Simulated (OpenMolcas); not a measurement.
# Nb4+: moving the ligands

Nb4+ with 6 ligands (ammonia) in octahedral coordination (S6) at 2.1 Å. Ligand basis ANO-RCC-VDZP.
```
Nb    0.0000    0.0000    0.0000
N     2.1000    0.0000    0.0000
H     2.4821    0.9457    0.0000
H     2.4821   -0.4729    0.8190
H     2.4821   -0.4729   -0.8190
N     0.0000    2.1000    0.0000
H     0.0000    2.4821    0.9457
H     0.8190    2.4821   -0.4729
H    -0.8190    2.4821   -0.4729
N    -2.1000    0.0000    0.0000
H    -2.4821   -0.9457    0.0000
H    -2.4821    0.4729   -0.8190
H    -2.4821    0.4729    0.8190
N     0.0000   -2.1000    0.0000
H     0.0000   -2.4821   -0.9457
H    -0.8190   -2.4821    0.4729
H     0.8190   -2.4821    0.4729
N     0.0000    0.0000    2.1000
H     0.9457    0.0000    2.4821
H    -0.4729    0.8190    2.4821
H    -0.4729   -0.8190    2.4821
N     0.0000    0.0000   -2.1000
H    -0.9457    0.0000   -2.4821
H     0.4729   -0.8190   -2.4821
H     0.4729    0.8190   -2.4821
```

```yaml
Program: OpenMolcas
Method: "SS-CASPT2, IPEA 0.25 Eh, imaginary shift 0.1 Eh (closed shells correlated: 4s 4p and the ligand valence shells)"
Basis: ANO-RCC-VTZP [7s6p4d2f1g]
Scalar_Hamiltonian: DKH2, point nucleus
Active_space: 1 electron in 5 orbitals (4d)
State_averaging: 2S+1 = 2 even, 5 roots
Spin-orbit_coupling: state interaction with AMFI integrals over the reference wave functions
```

Runs around this geometry, states. Energies in cm-1 above the lowest state or level, χT in cm3 K/mol.

| R (Å) | Ground state | First state of that spin | First gap with spin-orbit (degeneracies) | χT at 300 K |
| --- | --- | --- | --- | --- |
| 2.06 | 2S+1 = 2 | 75 | 52 (2, 2) | 0.174 |
| 2.1 | 2S+1 = 2 | 3 | 2 (2, 2) | 0.173 |
| 2.16 | 2S+1 = 2 | 94 | 60 (2, 2) | 0.172 |

Over all roots computed the reference weight is 0.69 to 0.70 in R = 2.06, 0.69 to 0.70 in R = 2.1, 0.69 to 0.70 in R = 2.16; a low but even weight reflects the number of correlated electrons. Ligand-to-metal charge-transfer states are missing. With one d shell and no ligand orbital active, 10Dq can be off by a tenth or more. The least metal-like active orbital is 70 % on the metal (Löwdin) and no ligand orbital is active, so the numbers are rough (holds for R = 2.06). Spin-orbit coupling mixes the spin-free states strongly: the lowest level takes only 67 % from its leading state, an unlabelled state of the same spin as most of the rest (holds for R = 2.1). The least metal-like active orbital is 71 % on the metal (Löwdin) and no ligand orbital is active, so the numbers are rough (holds for R = 2.1). An orbital doublet at a regular site is open to a Jahn-Teller distortion, which this geometry leaves out (holds for R = 2.16). The least metal-like active orbital is 72 % on the metal (Löwdin) and no ligand orbital is active, so the numbers are rough (holds for R = 2.16). No measured value stands beside these numbers; the geometry was imposed, not optimised, and the real ion may take another.

A state without a sure symmetry label is named by its multiplicity alone.
